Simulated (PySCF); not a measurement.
Job file and geometry (Å, from GFN2-xTB) of an NMR shielding run on SMILES B/C=C1/C=C[Si@H]1Cl, C₄H₆BClSi, GIAO PBE0/pcSseg-1 NMR shielding, non-relativistic, gas phase (PySCF 2.14.0, density-fitted response routines); density fitting, a coarse starting grid and PySCF grid level 2 are the driver's defaults:

```
$ OMP_NUM_THREADS=1 python probes_run.py task.json out

{"job": {"kind": "nmr", "xc": "PBE0", "basis": "pcSseg-1"}, "charge": 0, "multiplicity": 1}
B      2.417051     0.260731    -0.388960
C      1.319943    -0.719920     0.031247
C      0.016377    -0.387293     0.066565
C     -1.157771    -1.171566     0.426275
C     -2.180525    -0.301155     0.305804
Si    -1.081430     1.147815    -0.255404
Cl    -0.923990     2.709343     1.002018
H      2.115653     1.347051    -0.708771
H      3.539831    -0.068076    -0.402101
H      1.566382    -1.740050     0.319360
H     -1.171474    -2.210727     0.715635
H     -3.223557    -0.499745     0.489652
H     -1.240879     1.634080    -1.619047
```

**Question.** Write the output of this run.

**Answer.** 
```
coarse grid: 12400 points
cycle   1  E = -929.9075618746  dE =  8.764e-01  |g| = 4.003e-01  |ddm| = 3.428e+00
cycle   2  E = -929.8962221704  dE =  1.134e-02  |g| = 4.557e-01  |ddm| = 9.638e-01
cycle   3  E = -929.9528828741  dE = -5.666e-02  |g| = 1.088e-01  |ddm| = 5.712e-01
cycle   4  E = -929.9557238371  dE = -2.841e-03  |g| = 4.040e-02  |ddm| = 1.307e-01
cycle   5  E = -929.9561624527  dE = -4.386e-04  |g| = 9.189e-03  |ddm| = 4.726e-02
cycle   6  E = -929.9561887192  dE = -2.627e-05  |g| = 1.769e-03  |ddm| = 1.110e-02
cycle   7  E = -929.9561892854  dE = -5.661e-07  |g| = 8.781e-04  |ddm| = 2.266e-03
final grid: 111944 points
cycle   8  E = -929.9954885513  dE = -2.995e-05  |g| = 6.914e-03  |ddm| = 2.726e-02
cycle   9  E = -929.9954806100  dE =  7.941e-06  |g| = 8.501e-03  |ddm| = 1.628e-02
cycle  10  E = -929.9955005639  dE = -1.995e-05  |g| = 1.842e-03  |ddm| = 1.031e-02
cycle  11  E = -929.9955014227  dE = -8.588e-07  |g| = 3.791e-04  |ddm| = 1.909e-03
cycle  12  E = -929.9955014567  dE = -3.399e-08  |g| = 8.563e-05  |ddm| = 3.429e-04
cycle  13  E = -929.9955014581  dE = -1.454e-09  |g| = 4.128e-05  |ddm| = 1.127e-04
cycle  14  E = -929.9955014585  dE = -4.302e-10  |g| = 1.401e-05  |ddm| = 4.893e-05
converged SCF energy = -929.9955014585

GIAO shielding tensors (ppm)
atom      isotropic    diamagn.    paramagn.     s11        s22        s33       span
  0 B       30.409     193.401    -162.993    -24.716    -11.657    127.600    152.315
  1 C       41.733     252.978    -211.245    -54.840      7.428    172.612    227.451
  2 C      -15.093     260.832    -275.925   -109.306    -40.139    104.166    213.472
  3 C       14.546     255.506    -240.960    -94.280      1.150    136.769    231.050
  4 C        9.257     260.488    -251.231   -101.890    -22.639    152.301    254.192
  5 Si     351.355     878.273    -526.918    314.528    365.499    374.038     59.511
  6 Cl     942.225    1147.931    -205.707    907.362    938.455    980.858     73.496
  7 H       25.072      30.611      -5.539     18.003     27.699     29.514     11.511
  8 H       24.775      29.599      -4.824     20.276     26.493     27.557      7.281
  9 H       24.241      31.525      -7.283     21.195     24.042     27.487      6.291
 10 H       23.613      32.120      -8.507     21.406     23.970     25.464      4.057
 11 H       23.727      30.784      -7.057     19.681     25.325     26.176      6.495
 12 H       25.667      27.758      -2.092     22.545     23.813     30.642      8.097
```

Size and cost of the density-fitted run: 163 basis functions, 21 s wall time on 1 thread of an AMD EPYC 7B13, shared host; peak memory 0.74 GiB.
